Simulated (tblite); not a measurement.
Compound: C4H6BF2Si (doublet state).
Bonds: F1–B2, B2–F3, B2–C4, C4–C5 (double), C5–C6, C6–C7, C7–Si8, C4–Si8. Hydrogens: H9 on C5; H10 on C6; H11, H12 on C7; H13, H14 on Si8.
Bond orders are those of one Lewis drawing.

Computed with GFN2-xTB (tblite), gas phase: L-BFGS steps from a force-field or distance-geometry start until the largest atomic force falls under 0.01 eV/Å.

Step 91: E = -655.2659 eV
```
atom  x, y, z in Å  |  force x, y, z in eV/Å
F1      3.2292    0.5832   -0.0543   -0.019  -0.044   0.012
B2      2.3697   -0.4365   -0.1028    0.084   0.007  -0.021
F3      2.9634   -1.6133   -0.2953   -0.042   0.048   0.032
C4      0.8718   -0.2308    0.0172    0.028  -0.032   0.013
C5     -0.0747   -1.2679   -0.0437   -0.003  -0.012  -0.029
C6     -1.3941   -0.9193   -0.0320    0.006   0.004  -0.007
C7     -1.7219    0.5287   -0.0158    0.014  -0.010   0.019
Si8    -0.0261    1.4058    0.2035    0.004  -0.002  -0.038
H9      0.2401   -2.3000   -0.1048   -0.005  -0.010   0.001
H10    -2.1840   -1.6546   -0.0522   -0.024  -0.006   0.010
H11    -2.4688    0.7400    0.7515    0.023   0.010  -0.019
H12    -2.1920    0.7964   -0.9648   -0.021   0.010   0.004
H13     0.0990    2.0080    1.5335    0.005   0.011   0.014
H14     0.2876    2.3600   -0.8621   -0.049   0.024   0.011
```

Step 92: E = -655.2667 eV
```
atom  x, y, z in Å  |  force x, y, z in eV/Å
F1      3.2350    0.5787   -0.0545   -0.021  -0.031   0.017
B2      2.3721   -0.4379   -0.0984    0.066   0.011  -0.027
F3      2.9631   -1.6173   -0.2815   -0.039   0.033   0.029
C4      0.8735   -0.2291    0.0150    0.032  -0.042   0.020
C5     -0.0727   -1.2668   -0.0487   -0.009  -0.012  -0.022
C6     -1.3923   -0.9182   -0.0370    0.005  -0.008  -0.014
C7     -1.7213    0.5291   -0.0129    0.001  -0.003  -0.007
Si8    -0.0267    1.4065    0.2020    0.013  -0.003  -0.078
H9      0.2413   -2.2997   -0.1102   -0.005   0.012  -0.002
H10    -2.1825   -1.6528   -0.0602   -0.022  -0.012   0.008
H11    -2.4625    0.7346    0.7601    0.007   0.015   0.017
H12    -2.2030    0.8038   -0.9545    0.000  -0.008   0.002
H13     0.0976    2.0117    1.5288    0.014   0.024   0.037
H14     0.2777    2.3570   -0.8701   -0.041   0.024   0.020
```

Task: Estimate the geometry and energy of step 93. (The exact step hangs on the optimiser's Hessian estimate; all steps are aligned on step 92, rigid shifts and turns removed.)

Result: E = -655.2677 eV, largest force 0.095 eV/Å
```
atom  x, y, z in Å  |  force x, y, z in eV/Å
F1      3.2407    0.5737   -0.0542   -0.013  -0.009   0.022
B2      2.3750   -0.4396   -0.0909    0.034   0.000  -0.033
F3      2.9631   -1.6228   -0.2570   -0.034   0.022   0.026
C4      0.8753   -0.2281    0.0119    0.031  -0.041   0.021
C5     -0.0708   -1.2662   -0.0578   -0.011  -0.009  -0.011
C6     -1.3906   -0.9177   -0.0456   -0.002  -0.014  -0.015
C7     -1.7212    0.5288   -0.0074   -0.016   0.005  -0.045
Si8    -0.0272    1.4071    0.1971    0.024   0.001  -0.092
H9      0.2434   -2.2994   -0.1215   -0.009   0.031  -0.006
H10    -2.1815   -1.6519   -0.0736   -0.012  -0.013   0.004
H11    -2.4522    0.7266    0.7760   -0.005   0.014   0.056
H12    -2.2210    0.8132   -0.9375    0.027  -0.029   0.004
H13     0.1002    2.0206    1.5194    0.020   0.025   0.045
H14     0.2661    2.3552   -0.8810   -0.035   0.018   0.023
```

The energy changes by -0.0010 eV. The first-order estimate −F·Δx gives -0.0013 eV and the mean of the old and new forces, exact on a quadratic surface, -0.0010 eV. The step makes an angle of 82° with the force vector and moves no atom by more than 0.026 Å.

What follows is the cost of the whole relaxation. The run took 0.64 s wall on one thread, Arm Neoverse V2 (aarch64), shared host with 32 logical CPUs at a one-minute load of 16.
